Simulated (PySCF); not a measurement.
CH4S, charge +1, doublet, geometry from GFN2-xTB (a state made from the parent by changing its charge; the spin is typed, not shown lowest); SCAN/cc-pVDZ run with PySCF.

Input for PySCF:
```python
from pyscf import gto, scf, dft

mol = gto.M(
    atom='''
C    -0.07388241    1.11980998    0.01035255
S    -0.04134435   -0.65009848   -0.00670276
H     1.30919756   -0.80487041    0.00288752
H    -1.10858026    1.45936870    0.00516795
H     0.44489002    1.50553466    0.89456842
H     0.45929671    1.52268287   -0.85749509
''',
    basis='cc-pvdz',
    charge=1,
    spin=1,
    verbose=5,
)

mf = dft.UKS(mol)
mf.xc = 'scan'
mf.grids.prune = dft.gen_grid.treutler_prune
mf.kernel()
```

What the program printed (banner, timings and long lists left out):

```
PySCF version 2.14.0

[INPUT] verbose = 5
[INPUT] max_memory = 4000
[INPUT] num. atoms = 6
[INPUT] num. electrons = 25
[INPUT] charge = 1
[INPUT] spin (= nelec alpha-beta = 2S) = 1
[INPUT] symmetry False subgroup None
[INPUT] Mole.unit = angstrom
[INPUT] Symbol           X                Y                Z      unit          X                Y                Z       unit  Magmom
[...]
[INPUT] ---------------- BASIS SET ----------------
[INPUT] l, kappa, [nprim/nctr], expnt,             c_1 c_2 ...
[INPUT] H
[...]
                                1.962             0.137977
                                0.4446            0.478148
[...]
[INPUT] C
[...]
                                1000              0.005329 -0.001154
                                228               0.027077 -0.005725
                                64.71             0.101718 -0.023312
                                21.06             0.27474 -0.063955
                                7.495             0.448564 -0.149981
                                2.797             0.285074 -0.127262
                                0.5215            0.015204 0.544529
[...]
                                2.002             0.20948
                                0.5456            0.508557
[...]
[INPUT] S
[...]
                                16610             0.00192026 -0.000527681 0.000153483
                                3781              0.00996192 -0.00279671 0.000809503
                                1071              0.0402975 -0.0112651 0.00328974
                                349.8             0.128604 -0.0388834 0.0112967
                                126.3             0.30348 -0.0995025 0.0296385
                                49.26             0.421432 -0.19974 0.0599851
                                20.16             0.230781 -0.12336 0.0413248
                                5.72              0.0178971 0.513194 -0.207474
                                2.182             -0.00297516 0.60712 -0.392889
                                0.4327            0.000849522 0.0396753 0.63284
[...]
                                94.19             0.0341708 -0.00865664
                                29.75             0.14425 -0.0390886
                                10.77             0.353928 -0.0934625
                                4.119             0.459085 -0.147994
                                1.625             0.206383 0.0301904
                                0.4726            0.0102141 0.561573
[...]
nuclear repulsion = 57.1106613144579
number of shells = 22
number of NR pGTOs = 95
number of NR cGTOs = 52
basis = cc-pvdz
ecp = {}

******** <class 'pyscf.dft.uks.UKS'> ********
method = UKS
initial guess = minao
damping factor = 0
level_shift factor = 0
DIIS = <class 'pyscf.scf.diis.CDIIS'>
diis_start_cycle = 1
diis_space = 8
diis_damp = 0
SCF conv_tol = 1e-09
SCF conv_tol_grad = None
SCF max_cycles = 50
direct_scf = True
direct_scf_tol = 1e-13
number electrons alpha = 13  beta = 12
XC library pyscf.dft.libxc version 7.1.2
    S. Lehtola, C. Steigemann, M. J. T. Oliveira, and M. A. L. Marques,  SoftwareX 7, 1–5 (2018)
XC functionals = scan
    J. Sun, A. Ruzsinszky, and J. P. Perdew,  Phys. Rev. Lett. 115, 036402 (2015)
    J. Sun, A. Ruzsinszky, and J. P. Perdew,  Phys. Rev. Lett. 115, 036402 (2015)
radial grids:
    Treutler-Ahlrichs [JCP 102, 346 (1995); DOI:10.1063/1.469408] (M4) radial grids

becke partition: Becke, JCP 88, 2547 (1988); DOI:10.1063/1.454033
pruning grids: <function treutler_prune>
grids dens level: 3
symmetrized grids: False
atomic radii adjust function: <function treutler_atomic_radii_adjust>
small_rho_cutoff = 0
Set gradient conv threshold to 3.16228e-05
atom C rad-grids = 75, ang-grids = [ 14  14  14  14  14  14  14  14  14  14  14  14  14  14  14  14  14  14
  14  14  14  14  14  14  14  50  50  50  50  50  50  50  50  50  50  50
  50 302 302 302 302 302 302 302 302 302 302 302 302 302 302 302 302 302
[...]
 -7.04945026e-01 -6.66192970e-01 -6.37517860e-01 -5.95838479e-01
 -5.52579349e-01 -2.51631045e-01 -2.12588406e-01 -1.04804145e-01
 -9.26349812e-02 -7.87680690e-02  8.15415032e-02  1.33595132e-01
  1.36154432e-01  1.45094734e-01  1.89414115e-01  2.11773964e-01
  2.25122756e-01  3.22246734e-01  3.53960333e-01  3.58124923e-01
  3.92091966e-01  4.38570710e-01  4.45452788e-01  4.66281583e-01
  6.57628028e-01  7.06279884e-01  7.99469327e-01  8.16958795e-01
  9.59700804e-01  1.16312878e+00  1.17496543e+00  1.18922671e+00
  1.39083680e+00  1.39198575e+00  1.40955093e+00  1.46841137e+00
  1.49086112e+00  1.73043169e+00  1.82858346e+00  1.90561278e+00
  1.93712213e+00  2.20832260e+00  2.22594036e+00  2.26256073e+00]
  beta  mo_energy =
[-8.89132509e+01 -1.03347463e+01 -8.21017571e+00 -6.15331248e+00
 -6.14947638e+00 -6.14924290e+00 -1.03749127e+00 -8.71961259e-01
 -6.96676571e-01 -6.40780851e-01 -6.33721553e-01 -5.84359530e-01
 -4.63769895e-01 -2.48328009e-01 -1.92274323e-01 -9.98191040e-02
 -7.94224985e-02 -7.49024764e-02  9.71693605e-02  1.40536042e-01
  1.62345774e-01  1.76088214e-01  2.30462962e-01  2.41294726e-01
  2.61314638e-01  3.31991609e-01  3.61361881e-01  3.87209114e-01
  4.10003012e-01  4.52945916e-01  4.59308720e-01  4.75633540e-01
  6.78147262e-01  7.19270468e-01  8.21885499e-01  8.23177606e-01
  9.76675680e-01  1.17254330e+00  1.18122095e+00  1.18157531e+00
  1.40059303e+00  1.41256910e+00  1.42168253e+00  1.48634193e+00
  1.50098189e+00  1.74841032e+00  1.81840645e+00  1.91764748e+00
  1.95290437e+00  2.23233634e+00  2.25234448e+00  2.26796997e+00]
multiplicity <S^2> = 0.75524931  2S+1 = 2.0052424
nelec by numeric integration = [13.00000381 12.00000355]
E1 = -708.9147663487228  E2 = 213.4322179773731  Ecoul = 245.73888310445932  Exc = -32.30666512708619
cycle= 11 E= -438.371887056892  delta_E= -1.65e-10  |g|= 2.9e-06  |ddm|= 2.42e-05
  alpha mo_energy =
[-8.89221048e+01 -1.03348790e+01 -8.21546571e+00 -6.16420168e+00
 -6.15874498e+00 -6.15393899e+00 -1.06322836e+00 -8.88569279e-01
 -7.04944865e-01 -6.66193164e-01 -6.37517740e-01 -5.95838497e-01
 -5.52580109e-01 -2.51631135e-01 -2.12588291e-01 -1.04803729e-01
 -9.26347438e-02 -7.87675487e-02  8.15415657e-02  1.33594949e-01
  1.36154413e-01  1.45094578e-01  1.89413388e-01  2.11773435e-01
  2.25122072e-01  3.22246614e-01  3.53960139e-01  3.58124752e-01
  3.92091878e-01  4.38570801e-01  4.45453034e-01  4.66281810e-01
  6.57628006e-01  7.06279708e-01  7.99469202e-01  8.16959158e-01
  9.59700866e-01  1.16312889e+00  1.17496603e+00  1.18922725e+00
  1.39083662e+00  1.39198584e+00  1.40955094e+00  1.46841149e+00
  1.49086138e+00  1.73043161e+00  1.82858382e+00  1.90561286e+00
  1.93712234e+00  2.20832238e+00  2.22594035e+00  2.26256096e+00]
  beta  mo_energy =
[-8.89132535e+01 -1.03347457e+01 -8.21017787e+00 -6.15331461e+00
 -6.14947860e+00 -6.14924512e+00 -1.03749141e+00 -8.71961364e-01
 -6.96676667e-01 -6.40780289e-01 -6.33721413e-01 -5.84359889e-01
 -4.63770287e-01 -2.48328167e-01 -1.92274488e-01 -9.98189770e-02
 -7.94220406e-02 -7.49023012e-02  9.71694735e-02  1.40536135e-01
  1.62345775e-01  1.76088049e-01  2.30462305e-01  2.41294244e-01
  2.61314354e-01  3.31991737e-01  3.61361638e-01  3.87209122e-01
  4.10002936e-01  4.52946564e-01  4.59308826e-01  4.75633796e-01
  6.78147099e-01  7.19270412e-01  8.21885690e-01  8.23177843e-01
  9.76675842e-01  1.17254345e+00  1.18122139e+00  1.18157539e+00
  1.40059353e+00  1.41256959e+00  1.42168294e+00  1.48634253e+00
  1.50098226e+00  1.74841077e+00  1.81840619e+00  1.91764826e+00
  1.95290491e+00  2.23233701e+00  2.25234519e+00  2.26797105e+00]
multiplicity <S^2> = 0.75524946  2S+1 = 2.0052426
nelec by numeric integration = [13.00000381 12.00000355]
E1 = -708.9147909261287  E2 = 213.4322425547747  Ecoul = 245.7389086606603  Exc = -32.306666105885604
Extra cycle  E= -438.371887056896  delta_E= -4.38e-12  |g|= 2.53e-06  |ddm|= 5.59e-06
converged SCF energy = -438.371887056896  <S^2> = 0.75524946  2S+1 = 2.0052426
```
